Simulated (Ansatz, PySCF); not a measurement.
System: sum formula SiH3Cl, charge 0, multiplicity 1. 
Structure (B3LYP-D3(BJ)/def2-TZVP (Ansatz, a quantum-chemistry and plane-wave program) minimum search):
SMILES: [SiH3]Cl
```xyz
5

Si    -0.9899    -0.0500    -0.0380
Cl     1.0723     0.0541     0.0412
H     -1.3688    -1.0690    -1.0360
H     -1.5103     1.2742    -0.4302
H     -1.4910    -0.4257     1.2983
```
Charge 0, spin multiplicity 1.

Property: vertical triplet-singlet gap (E(triplet) - E(singlet); each state is the SCF solution reached for its spin; the molecule has degenerate orbitals, so one determinant may break the symmetry; for the triplet T1 is 0.057), in kcal/mol. Cores are frozen in the correlated levels unless marked. Open shells are spin-unrestricted. Spin-orbit coupling is left out. Non-relativistic. CBS marks a two-point X^-3 extrapolation of the correlation energy; Hartree-Fock from the larger set. The bracket is a focal-point correction in the basis named.

```csv
level,program,vertical triplet-singlet gap (kcal/mol)
M06-2X/def2-TZVPD,PySCF,___
CAM-B3LYP/def2-TZVPD,Ansatz,___
wB97M-V/def2-TZVPD,Ansatz,168.3
B2PLYP/def2-TZVPD,Ansatz,166.4
SCS-MP2/aug-cc-pV(D+d)Z,Ansatz,178.4
SCS-MP2/def2-SVPD,Ansatz,181.1
"RI-MP2/CBS(aug-cc-pV(T+d)Z,aug-cc-pV(Q+d)Z)+[CCSD(T)-MP2]/aug-cc-pV(T+d)Z",Ansatz,171.3
```

**Question.** Some entries are withheld; supply them.

**Answer.** 
- M06-2X/def2-TZVPD, vertical triplet-singlet gap (kcal/mol): 168.6
- CAM-B3LYP/def2-TZVPD, vertical triplet-singlet gap (kcal/mol): 165.9
